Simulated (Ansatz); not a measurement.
Reaction (substitution at a C–Ga bond): `CB[CH2][GaH2]` + H–F → `CBCF` + `[GaH3]`

Isolated molecules relaxed with PBE0-D4/def2-TZVP in Ansatz; ΔE leaves out vibrations. CBS: MP2 limit from def2 TZ/QZ plus the TZ coupled-cluster correction, frozen cores. This one scheme is used for every species. Functionals use def2-TZVPP. For Ga outer-core shells are correlated without core-valence functions, which leaves a few kJ/mol of doubt a bond. Scalar relativity is left out up to krypton. One conformer a species, not always the lowest.

`CB[CH2][GaH2]`:

```xyz
12

C    -1.229   -1.256   -0.240
B     0.285   -0.867   -0.147
C     0.823    0.192    0.813
Ga    0.648    1.891   -0.223
H    -1.599   -1.182   -1.269
H    -1.331   -2.319    0.015
H    -1.894   -0.688    0.414
H     1.050   -1.391   -0.917
H     1.884    0.128    1.060
H     0.197    0.378    1.692
H     1.922    2.526   -0.883
H    -0.756    2.587   -0.313
```

H–F:

Z-matrix (Å, degrees):
```
F
H 1 0.920
```

`CBCF`:

Cartesian coordinates in Å:
```
C 0.950 -0.188 -0.972
B 0.347 0.335 0.364
C -1.124 -0.004 0.744
F -1.566 0.509 1.954
H 1.846 -0.783 -0.759
H 0.277 -0.783 -1.594
H 1.316 0.659 -1.565
H 1.013 0.999 1.107
H -1.255 -1.097 0.768
H -1.803 0.352 -0.046
```

`[GaH3]`:

Z-matrix (Å, degrees):
```
Ga
H 1 1.568
H 1 1.568 2 120.0
H 1 1.568 2 120.0 3 -179.9
```

Q: Is it downhill or uphill in electronic energy at CCSD(T)/CBS, and by how much? (An estimate is asked.)

A: The calculation gave: Uphill: ΔE = +131.6 kJ/mol.

Q: What do these levels give: PBE0-D4, ωB97X-V, ωB97M-V, B2PLYP, PBE, r2SCAN, PBE0, HF/def2-TZVPP, MP2/def2-TZVPP, SCS-MP2/def2-TZVPP, CCSD/def2-TZVPP, HF/def2-QZVPP? (Best estimate.)

A: Computed: PBE0-D4 117.7, ωB97X-V 103.4, ωB97M-V 110.1, B2PLYP 111.6, PBE 109.1, r2SCAN 111.4, PBE0 112.0, HF/def2-TZVPP 83.4, MP2/def2-TZVPP 141.2, SCS-MP2/def2-TZVPP 125.3, CCSD/def2-TZVPP 120.3, HF/def2-QZVPP 82.5 kJ/mol.

Largest T1 diagnostic among the species: 0.013.

The D4 term adds +10.4 kJ/mol with B3LYP and +5.7 kJ/mol with PBE0; it sums over pairs of atoms, weighted by their polarisabilities, and B3LYP, whose exchange is more repulsive, gets the larger term. In def2-TZVPP, CCSD(T) changes the Hartree–Fock value by +42.1 kJ/mol (the triples alone add +5.2 kJ/mol) and MP2 by +57.8 kJ/mol.

B3LYP here is the variant with VWN-RPA as its local correlation; programs differ in this.
